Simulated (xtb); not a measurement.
NTi, doublet, geometry from GFN2-xTB (such geometries of metal compounds can be far from the true shape); GFN2-xTB run with xtb.

Here is a job for xtb.
```
$ xtb coord --gfn 2 --uhf 1 --json

# file coord
$coord
     -0.0000000000      -0.0000000000      -0.7817914896  ti
      0.0000000000       0.0000000000       2.4570589837  n
$end
```

The log (banner, timings and long lists left out):

```
   ID    Z sym.   atoms
    1   22 ti     1
    2    7 n      2

           -------------------------------------------------
          |                Calculation Setup                |
           -------------------------------------------------

           -------------------------------------------------
          |                 G F N 2 - x T B                 |
           -------------------------------------------------

          ...................................................
          :                      SETUP                      :
          :.................................................:
          :  # basis functions                  14          :
          :  # atomic orbitals                  13          :
          :  # shells                            5          :
          :  # electrons                         9          :
          :  max. iterations                   250          :
          :  Hamiltonian                  GFN2-xTB          :
          :  restarted?                      false          :
          :  GBSA solvation                  false          :
          :  PC potential                    false          :
          :  electronic temp.          300.0000000     K    :
          :  accuracy                    1.0000000          :
          :  -> integral cutoff          0.2500000E+02      :
          :  -> integral neglect         0.1000000E-07      :
          :  -> SCF convergence          0.1000000E-05 Eh   :
          :  -> wf. convergence          0.1000000E-03 e    :
          :  Broyden damping             0.4000000          :
          :  net charge                          0          :
          :  unpaired electrons                  1          :
          ...................................................

 iter      E             dE          RMSdq      gap      omega  full diag
   1     -2.7942449 -0.279424E+01  0.549E+01    0.00       0.0  T
   2     -3.0695250 -0.275280E+00  0.329E+01    0.51       1.0  T
   3     -4.0021105 -0.932586E+00  0.175E+01    1.35       1.0  T
   4     -3.6353807  0.366730E+00  0.218E+01    1.19       1.0  T
   5     -3.9359234 -0.300543E+00  0.153E+01    1.74       1.0  T
   6     -3.7337636  0.202160E+00  0.231E+01    0.07       1.0  T
   7     -3.5685645  0.165199E+00  0.248E+01    0.01       1.0  T
   8     -4.2759617 -0.707397E+00  0.730E+00    0.66       1.0  T
   9     -4.2830038 -0.704208E-02  0.695E+00    0.69       1.0  T
[...]
         :: total energy              -4.281603446901 Eh    ::
[...]
         6                         -0.2462032              -6.6995 (LUMO)
         7                         -0.2462032              -6.6995
         8                         -0.2110836              -5.7439
         9                         -0.2110836              -5.7439
        10                         -0.1090043              -2.9662
        11                         -0.0204512              -0.5565
        12                         -0.0204512              -0.5565
        13                          0.3876727              10.5491
      -------------------------------------------------------------
                  HL-Gap            0.0356100 Eh            0.9690 eV
             Fermi-level           -0.2789027 Eh           -7.5893 eV

     #   Z          covCN         q      C6AA      α(0)
     1  22 ti       0.776     0.505   851.259    86.531
     2   7 n        0.776    -0.505    34.429     8.568

 Mol. C6AA /au·bohr⁶  :       1166.712858
 Mol. C8AA /au·bohr⁸  :     116105.890759
 Mol. α(0) /au        :         95.098199

Wiberg/Mayer (AO) data.
largest (>0.10) Wiberg bond orders for each atom

 ---------------------------------------------------------------------------
     #   Z sym  total        # sym  WBO       # sym  WBO       # sym  WBO
 ---------------------------------------------------------------------------
     1  22 ti   2.826 --     2 n    2.826
     2   7 n    2.826 --     1 ti   2.826
 ---------------------------------------------------------------------------

Topologies differ in total number of bonds
Writing topology from bond orders to xtbtopo.mol

molecular dipole:
                 x           y           z       tot (Debye)
 q only:        0.000       0.000      -1.636
   full:       -0.000       0.000      -3.470       8.820
molecular quadrupole (traceless):
                xx          xy          yy          xz          yz          zz
 q only:        1.371       0.000       1.371       0.000       0.000      -2.741
  q+dip:        0.178       0.000       0.178       0.000       0.000      -0.357
   full:        1.478       0.000       1.478       0.000       0.000      -2.956

           -------------------------------------------------
          | TOTAL ENERGY               -4.281603446901 Eh   |
          | GRADIENT NORM               0.000001294512 Eh/α |
          | HOMO-LUMO GAP               0.968998667201 eV   |
           -------------------------------------------------

normal termination of xtb
```
